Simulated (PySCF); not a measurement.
Compound: C5H8N2OS.
Atom-mapped SMILES: `[CH3:1][O:2][CH2:3][CH2:4][c:5]1[n:6][cH:7][s:8][n:9]1`

Geometry (GFN2-xTB, Å), atoms numbered from 1 in this order:
```
atom  x, y, z in Å
C1    -2.8216    0.0420   -0.6762
O2    -2.1909   -0.6844    0.3496
C3    -0.8918   -0.2552    0.6614
C4     0.1621   -0.6692   -0.3858
C5     1.5114   -0.2437    0.0620
N6     1.8747    1.0621    0.0131
C7     3.0700    1.1953    0.4740
S8     3.7477   -0.3160    0.9749
N9     2.3824   -1.0923    0.5421
H10   -2.8296    1.1159   -0.4527
H11   -3.8449   -0.3254   -0.7234
H12   -2.3416   -0.1142   -1.6484
H13   -0.8630    0.8373    0.7878
H14   -0.6527   -0.7315    1.6159
H15   -0.0571   -0.1823   -1.3372
H16    0.1418   -1.7514   -0.5095
H17    3.5961    2.1251    0.5414
```

NICS = −σ at a ghost point: NICS(0) at the centroid of the ring atoms, NICS(1) 1 Å to either side along the normal of their mean plane, zz for the tensor component along that normal. Level: GIAO PBE0/pcSseg-1 (PySCF, non-relativistic, gas phase) on the GFN2-xTB geometry, one conformer.

Ring bond lengths (Å), with Mayer bond orders in brackets: C5–N6 1.356 (1.26), N6–C7 1.288 (1.65), C7–S8 1.730 (1.20), S8–N9 1.629 (1.18), N9–C5 1.307 (1.59).

Task: What do the NICS probes read (ppm)?

Result: 
| ring | type | NICS(0) | NICS(1), two faces | NICS(1)zz, two faces | rms pucker (Å) | centre to ring atoms, mean (Å) |
| --- | --- | --- | --- | --- | --- | --- |
| C5–N6–C7–S8–N9 | 5-membered ring with 2 N and S; formal bonds all aromatic | -13.9 | -13.0 / -12.9 | -31.6 / -32.2 | 0.00 | 1.24 |

Task: What do they say, and how far can they be read as aromaticity?

Result: 
- C5–N6–C7–S8–N9: mean NICS(1)zz -31.9 ppm, shielded. The ring is flat and has no four-coordinate atom; by the NICS criterion it is aromatic.

Task: Give the inner angles of the rings and the Hirshfeld charges of the ring atoms.

Result: 
- C5–N6–C7–S8–N9: C5 117.4° (+0.106 e), N6 109.6° (-0.174 e), C7 112.1° (+0.001 e), S8 90.6° (+0.170 e), N9 110.3° (-0.203 e); sum 540.0° against 540° for a flat convex ring.

Task: How shielded are the nuclei of the rings and their hydrogens (means over atoms taken as equivalent)?

Result: 
| atoms | environment | σ isotropic (ppm) | principal values of the symmetric part, first atom (ppm) |
| --- | --- | --- | --- |
| C5 | substituted aromatic carbon | 9.6 | -57.7, 9.9, 76.6 |
| N6 | pyridine-type nitrogen | -75.1 | -333.2, -113.1, 221.0 |
| C7 | aromatic CH next to a ring nitrogen | 7.1 | -92.0, 5.8, 107.4 |
| S8 | ring sulfur | 66.5 | -153.8, 150.4, 203.1 |
| N9 | pyridine-type nitrogen | -41.6 | -247.6, -85.0, 207.7 |
| H17 | aromatic hydrogen | 22.33 | 19.9, 20.8, 26.3 |

The run took 2.4 min wall, 1.9 min CPU (grids of density and orbitals included) on Intel Xeon at 2.50 GHz, one thread (shared host), and the process peaked at 0.87 GiB of memory. This is the whole shielding run at PBE0/pcSseg-1, SCF included.
